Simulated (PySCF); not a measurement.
3-methylsulfanylbuta-1,2-diene (C5H8S), SMILES C=C=C(C)SC. Heavy atoms are numbered as in [CH2:1]=[C:2]=[C:3]([CH3:4])[S:5][CH3:6]. Hydrogens are named by the atom that carries them.

Coordinates come from a PBE0-D3(BJ)/def2-SVP optimisation. Other conformers were not sampled.

Computed with PBE0/pcSseg-1 in PySCF.

GIAO shieldings, no solvent; atoms alike by connectivity are averaged. δ = σ(ref) − σ: ¹³C against TMS (σ = 186.3 ppm); ³³S against H2S (σ = 716.7 ppm); ¹H against TMS (σ = 31.56 ppm), references at their B3LYP-D3(BJ)/def2-TZVP geometries, non-relativistic.

```json
[
 {"atoms": "C2", "nucleus": "¹³C", "count": "1", "δ (ppm)": "?"},
 {"atoms": "C3", "nucleus": "¹³C", "count": "1", "δ (ppm)": "105.6"},
 {"atoms": "C1 (CH2)", "nucleus": "¹³C", "count": "1", "δ (ppm)": "79.4"},
 {"atoms": "C4 (CH3)", "nucleus": "¹³C", "count": "1", "δ (ppm)": "?"},
 {"atoms": "C6 (CH3)", "nucleus": "¹³C", "count": "1", "δ (ppm)": "21.5"},
 {"atoms": "S5", "nucleus": "³³S", "count": "1", "δ (ppm)": "?"},
 {"atoms": "H on C1", "nucleus": "¹H", "count": "2", "δ (ppm)": "?"},
 {"atoms": "H on C6", "nucleus": "¹H", "count": "3", "δ (ppm)": "2.34"},
 {"atoms": "H on C4", "nucleus": "¹H", "count": "3", "δ (ppm)": "2.22"}
]
```

Q: Fill in the missing entries. (Estimate from the structure and the level; the computed values follow.)

A: 
- S5, δ (ppm): 218.1
- C2, δ (ppm): 225.3
- C4 (CH3), δ (ppm): 22.5
- H on C1, δ (ppm): 5.23
